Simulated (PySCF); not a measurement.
# Electron correlation in Se⁺ (selenium, charge +1)

[Ar] 3d10 4s2 4p3, high-spin 4S determinant. Calculation: PySCF 2.14, in aug-cc-pVTZ-DK (7s6p4d2f, 59 functions); scalar relativity by spin-free X2C-1e. Frozen: [Ar] 3d10; 5 electrons correlated.

MP2 pair energies summed by pair of shells (mhartree):

```tsv
pair	energy	share (%)
4s-4p	-49.80	66.3
4p-4p	-16.50	21.9
4s-4s	-8.87	11.8
```

Total MP2 correlation energy: -75.16 mhartree.

Same-spin part -19.92 and opposite-spin part -55.24 mhartree; SCS-MP2 scales them by 1/3 and 6/5 to -72.93 mhartree.
